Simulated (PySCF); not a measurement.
C₃H₅BN₂O, SMILES NB1C=CN=CO1. Atoms are numbered in the order given.

```xyz
12

N      0.0091     2.3748     0.0000
B      0.0856     0.9710     0.0000
C      1.3340     0.0785     0.0000
C      1.1125    -1.2665     0.0000
N     -0.1493    -1.8499     0.0000
C     -1.1676    -1.0657     0.0000
O     -1.1490     0.2714     0.0000
H     -0.8722     2.8756     0.0000
H      0.8277     2.9699     0.0000
H      2.3668     0.4396     0.0000
H      1.9343    -1.9918     0.0000
H     -2.1850    -1.4716     0.0000
```

The structure is a stationary point at TPSSh-D3(BJ)/def2-SVP. The structure was generated by enumeration, and PubChem lists no compound with its InChIKey, so it may never have been made. Other conformers were not sampled.

These are KT2/pcSseg-1 run with PySCF values and carry that method's errors.

GIAO shieldings, no solvent; atoms listed in one row are averaged. δ = σ(ref) − σ: ¹⁵N against NH3 (σ = 266.2 ppm); ¹¹B against BF3 (σ = 89.8 ppm); ¹³C against TMS (σ = 185.1 ppm); ¹⁷O against H2O (σ = 330.4 ppm); ¹H against TMS (σ = 31.47 ppm), references at their B3LYP-D3(BJ)/def2-TZVP geometries, non-relativistic.

Computed chemical shifts:
| nucleus | atoms | count | δ (ppm) |
|---|---|---|---|
| ¹⁵N | N5 | 1 | 266.9 |
| ¹⁵N | N1 | 1 | 68.6 |
| ¹¹B | B2 | 1 | 12.9 |
| ¹³C | C4 | 1 | 154.1 |
| ¹³C | C6 | 1 | 150.3 |
| ¹³C | C3 | 1 | 113.5 |
| ¹⁷O | O7 | 1 | 252.9 |
| ¹H | H11 | 1 | 7.78 |
| ¹H | H12 | 1 | 7.61 |
| ¹H | H10 | 1 | 5.95 |
| ¹H | H8 | 1 | 3.01 |
| ¹H | H9 | 1 | 2.75 |
